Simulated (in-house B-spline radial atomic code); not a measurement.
A fraction x of an electron is moved 2p → 3p in Si+, starting from [Ne] 3s2 3p1 and keeping the highest spin. All numbers are computed (scalar-relativistic (X2C) revTPSS, spin-polarised, spherical fractional occupations; Fermi nucleus of rms radius 3.1224 fm) with a B-spline radial code for spherical atoms, not measured.

| x | E(x) - E(0) (eV) | 2p down level (eV) | 3p up level (eV) |
| --- | --- | --- | --- |
| 0 | 0.0000 | -105.293 | -12.124 |
| 0.125 | 11.7646 | -107.557 | -12.493 |
| 0.25 | 23.7657 | -109.809 | -12.858 |
| 0.375 | ? | ? | ? |
| 0.5 | 48.4726 | -114.276 | -13.578 |
| 0.625 | 61.1762 | -116.492 | -13.934 |
| 0.75 | 74.1116 | -118.693 | -14.288 |
| 0.875 | ? | ? | ? |
| 1 | 100.6717 | -123.056 | -14.989 |

Task: What belongs in the row x = 0.375?

Result: An energy change of 36.0020 eV; 2p down at -112.049 eV, 3p up at -13.219 eV.

Task: What belongs in the row x = 0.875?

Result: An energy change of 87.2772 eV; 2p down at -120.882 eV, 3p up at -14.639 eV.

Task: Check Janak's theorem between x = 0.125 and 0.25.

Result: The slope of the energy is 96.01 eV; the orbital levels give 96.01 eV (ε of the receiving orbital less ε of the emptying one, averaged over the two points).
